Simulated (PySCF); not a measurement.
C2H4GeN2, SMILES N#C/N=[CH]\[GeH3].

Coordinates come from a PBE-D3(BJ)/def2-SVP optimisation. The structure was generated by enumeration; whether it is a known compound was not checked.

All values below come from PBE-D3(BJ)/def2-SVP (PySCF).

Frequencies are harmonic and unscaled.

Computed normal modes with their intensities:
```
mode  ν (cm⁻¹)  IR (km/mol)  moving atoms (share of kinetic energy)
----  --------  -----------  --------------------------------------
1            6          0.3                                  H 94 %
2          105          2.7                 N 60 %, Ge 23 %, C 13 %
3          257          0.0                  C 42 %, N 37 %, H 21 %
4          289          3.2         N 39 %, C 34 %, H 17 %, Ge 10 %
5          433         13.8                  H 59 %, C 26 %, N 14 %
6          460          9.7                 H 57 %, C 24 %, Ge 12 %
7          562          7.9                   C 63 %, N 22 %, H 9 %
8          611          6.5                  C 42 %, H 31 %, N 24 %
9          699         14.6                  C 54 %, H 28 %, N 15 %
10         769        123.9                                  H 97 %
11         828         37.1                                  H 92 %
12         848         18.2                                  H 98 %
13         877          1.6                          H 80 %, C 19 %
14         965          7.3                  N 66 %, C 24 %, H 10 %
15        1316         19.1                   H 79 %, C 11 %, N 9 %
16        1634         50.6                          N 53 %, C 46 %
17        2090         50.4                                  H 99 %
18        2100         79.5                                  H 98 %
19        2134         44.9                                  H 98 %
20        2224         24.1                          C 64 %, N 36 %
21        3018          9.7                           H 92 %, C 8 %
```
